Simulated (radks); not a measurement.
All-electron atom: Li+ in [He].

Method: scalar-relativistic Kohn-Sham, r2SCAN, spin-unpolarised, spherical densities, finite nucleus; meta-GGA in the generalised Kohn-Sham scheme; Fermi nuclear charge, rms radius 2.444 fm; computed with a radial shooting solver on a logarithmic mesh with Libxc functionals.

Energy parts (Ry):
| part | energy |
|---|---|
| total | -14.56488 |
| kinetic | 14.49562 |
| electron-nucleus | -32.26400 |
| Hartree | 6.58969 |
| exchange-correlation | -3.38620 |

Orbitals (lengths in bohr, moments of r in powers of bohr; r(90%) holds 90 % of the orbital's charge):
| orbital | occ. | eigenvalue (Ry) | r(90%) |
|---|---|---|---|
| 1s | 2 | -4.55137 | 1.04 |

The highest occupied level is 1s at -61.925 eV. The density falls to 0.001 e/bohr^3 at r = 1.84 bohr. For comparison, the ionisation energy in NIST's Atomic Spectra Database is 75.640 eV (theoretical). In exact Kohn-Sham theory the highest level is minus the ionisation energy, but local and semilocal functionals leave it too shallow, through self-interaction and a potential that decays too fast; potentials with the right tail come closer. Summed over all electrons, <r^2> = 0.9038 bohr^2, which gives a Langevin (diamagnetic) susceptibility term of -0.716 x 10^-6 cm^3/mol.
